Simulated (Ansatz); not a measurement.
Ideal-gas functions of FGeH5OSi, SMILES `[OH][GeH]([F])[SiH3]` at 800 K and 1 bar, from an Ansatz frequency run at PBE0-D4/def2-TZVP.

Molar mass 140.73 g/mol, point group C1 (symmetry number 1), electronic degeneracy 1, moments of inertia 96.716, 202.862, 255.995 u Å². Harmonic wavenumbers (cm⁻¹, unscaled): 72, 117, 157, 206, 272, 360, 501, 513, 672, 701, 728, 745, 864, 927, 932, 935, 2129, 2233, 2248, 2257, 3888.

Use S(trans) = R[1.5 ln M + 2.5 ln T − 1.1517]; rotational temperatures θ = 24.2544 K / I; S(rot) = R[ln(√π/σ · √(T³/θAθBθC)) + 1.5]; for each mode x = 1.438777 ν̃/T, S = R[x/(eˣ − 1) − ln(1 − e⁻ˣ)] and H = RT x/(eˣ − 1); 1 cm⁻¹ = 0.0119627 kJ/mol; R = 8.31446 J/(mol·K).

Problem. By hand: the entropy, in J/(mol·K).

Solution. Translation 191.1. Rotation: θ = 0.2508, 0.1196, 0.0947 K, giving 125.0. Vibration, mode by mode: 25.32, 21.29, 18.86, 16.62, 14.34, 12.07, 9.46, 9.27, 7.23, 6.92, 6.64, 6.48, 5.44, 4.97, 4.93, 4.91, 0.89, 0.76, 0.75, 0.74, 0.06, in all 177.9. Electronic 0.0. Sum 494.0 J/(mol·K).

Problem. By hand: H − E and G − E in kJ/mol, counted from the electronic energy.

Solution. Zero-point energy ½ × 21457 × 0.0119627 = 128.3; thermal vibration 67.1; translation, rotation and pV give 4 RT = 26.6. H − E = 222.0 kJ/mol, and G − E = 222.0 − 800 × 494.0/1000 = -173.2 kJ/mol.

Vibration gives 36 % of the entropy, 46.6 J/(mol·K) of it from the modes under 150 cm⁻¹: soft modes count most, and the harmonic formula is weakest for them. The sum counts one conformer and one mirror image; others add a mixing term.
